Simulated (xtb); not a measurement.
hydrogen sulfate (HO₄S), SMILES O=S([O-])(=O)O, charge -1. All values are semi-empirical tight-binding results from xtb (GFN2-xTB unless named), good for trends rather than for accurate numbers. Geometry optimised at GFN2-xTB. The values are those of a single conformer.

Optimised geometry:

```xyz
6

O      1.3887    -0.2871    -0.5812
S     -0.1340     0.0258     0.0201
O      0.1195    -0.0227     1.4585
O     -0.9762    -1.0444    -0.4756
O     -0.4857     1.3416    -0.4780
H      1.7730    -0.3115     0.2884
```
Charge -1, spin multiplicity 1.

A frequency run showed that this geometry is not a minimum.

| Quantity | Value |
|---|---|
| point group as xtb finds it | Cs |
| orbital gap | 8.58 eV |
| static polarisability (D4 model) | 46.2 bohr³ |
| solvation energy, GFN2-xTB/ALPB(water) | -73.5 kcal/mol |
| solvation energy, GFN2-xTB/ALPB(octanol) | -45.8 kcal/mol |

Task: Give the atomic charges and the Wiberg bond orders between heavy atoms. (The exact figures need the calculation; the answer reports its results.)

Result: charges (e) O1 -0.62, S2 1.42, O3 -0.73, O4 -0.69, O5 -0.69, H6 0.31. Bond orders O1–S2 0.81, S2–O3 1.38, S2–O4 1.43, S2–O5 1.43.
